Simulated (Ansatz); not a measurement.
A nudged elastic band was laid between two geometries of AlH₅OSSi (9 atoms, charge 0, multiplicity 1).

Level of theory: Ansatz 0.2.0, RKS B3LYP/def2-SVP.

```yaml
movable_images: 9
climbing_image: yes
spring: 5.0 eV/Å²
optimiser: quadratic models (default)
start_path: IDPP
force_threshold: 0.05 eV/Å
iteration_limit: 60
end_points: relaxed
```

Initial state:

```xyz
9
Properties=species:S:1:pos:R:3
O -0.479 1.203 -1.300
Al 0.785 1.522 -0.203
S 1.165 -0.064 1.251
Si -0.327 -1.540 0.690
H -0.816 1.750 -2.015
H 1.639 2.843 -0.203
H -0.123 -2.036 -0.698
H -0.134 -2.668 1.643
H -1.711 -1.011 0.835
```

Final state:

```xyz
9
Properties=species:S:1:pos:R:3
O 1.249 0.030 -1.341
Al 1.114 1.298 -0.211
S -0.451 1.031 1.290
Si -1.285 -0.890 0.713
H 1.857 -0.064 -2.078
H 2.027 2.581 -0.212
H -1.861 -0.853 -0.659
H -0.275 -1.980 0.804
H -2.375 -1.152 1.693
```

(1) What changes between the two ends?

(2) Give the energies along the band, and the barrier.

(3) What is the geometry of the highest image?

(4) What are the harmonic wavenumbers there?

Results:

(1) No bond is made or broken. The dihedral Al2–S3–Si4–H7 goes from 62 to -62°. The two ends are copies of one structure, up to a mirror image or an exchange of like atoms.

(2) It converged. The highest image is number 5 of 0 to 10, 0.040 eV above the ends, which have the same energy within 2 meV. A vibrational analysis at the climbing image gives one clearly imaginary mode, 80i cm⁻¹: a first-order saddle point.

| image | path coordinate (Å) | energy (eV) | dihedral Al2–S3–Si4–H7 (°) |
| --- | --- | --- | --- |
| 0 | 0.00 | 0.000 | 62 |
| 1 | 0.44 | 0.006 | 50 |
| 2 | 0.88 | 0.018 | 38 |
| 3 | 1.32 | 0.030 | 26 |
| 4 | 1.75 | 0.038 | 13 |
| 5 | 2.19 | 0.040 | 0 |
| 6 | 2.63 | 0.038 | -13 |
| 7 | 3.07 | 0.030 | -26 |
| 8 | 3.51 | 0.018 | -38 |
| 9 | 3.95 | 0.006 | -50 |
| 10 | 4.38 | 0.000 | -62 |

(3) 
```xyz
9
Properties=species:S:1:pos:R:3:forces:R:3
O 0.655 0.670 -1.777 -0.03 -0.04 -0.02
Al 1.013 1.377 -0.274 0.02 0.02 0.02
S 0.195 0.487 1.544 -0.01 -0.01 0.03
Si -0.971 -1.230 0.909 0.00 -0.01 -0.04
H 0.930 0.933 -2.659 0.02 0.02 0.01
H 1.914 2.658 -0.105 0.00 0.00 -0.02
H -0.947 -1.403 -0.567 0.01 0.01 0.00
H -0.415 -2.448 1.562 0.00 0.00 0.01
H -2.376 -1.044 1.367 -0.01 0.00 0.01
```

(4) 80i, 73, 110, 224, 314, 445, 459, 479, 525, 636, 638, 684, 874, 944, 949, 958, 1972, 2231, 2232, 2254, 3938 cm⁻¹.

Time of the run: 100 s on 2 threads of Arm Neoverse V1, on a shared host, peak memory 0.19 GiB.
